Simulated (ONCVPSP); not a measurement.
**PBE ONCV dataset for Hf (Z = 72), scalar-relativistic all-electron reference.**

```
Element                 : Hf
Generator               : ONCVPSP 4.0.1
Type                    : optimised norm-conserving Vanderbilt (ONCV)
Functional              : PBE
Relativity              : scalar-relativistic
Frozen core             : [Kr] 4d10 4f14
Valence charge          : 12
Reference configuration : 5s2 5p6 5d2 6s2
Partial waves           : 5s+6s: rc 1.80 bohr, ncon 4, nbas 7, qcut 8.3 1/bohr, 2 projectors; 5p: rc 2.00 bohr, ncon 5, nbas 9, qcut 5.6 1/bohr, 2 projectors, debl 1 Ha; 5d: rc 2.50 bohr, ncon 3, nbas 8, qcut 7.4 1/bohr, 1 projector
Local potential         : polynomial inside 1.70 bohr (lpopt 4, dvloc0 0 Ha)
Core correction         : none
```

In the p channel the program set the typed energies aside and used -1.307, 0.250 Ha.

All-electron outer shells of the reference configuration (PBE, scalar-relativistic, ld1.x):

```
shell  level (eV)  outermost node (bohr)  outermost maximum (bohr)
   5s      -67.02                   0.55                      1.01
   5p      -35.57                   0.60                      1.16
   4f      -16.83                      –                      0.45
   6s       -5.11                   1.37                      2.89
   5d       -2.69                   0.67                      1.69
```

(1) Estimate the cutoffs (Ha) at which the residual kinetic energy of the hardest occupied pseudo-wave falls to 1 and 0.1 mHa per electron.

(2) What does a ghost test show?

Answers

(1) 21 Ha and 25 Ha.

(2) No bound ghost flagged; no localised positive-energy state flagged.

Its largest configuration-test error is +18 meV (5s2 5p6 5d2 6s0). 1 of 4 tests not solved or not reliable.
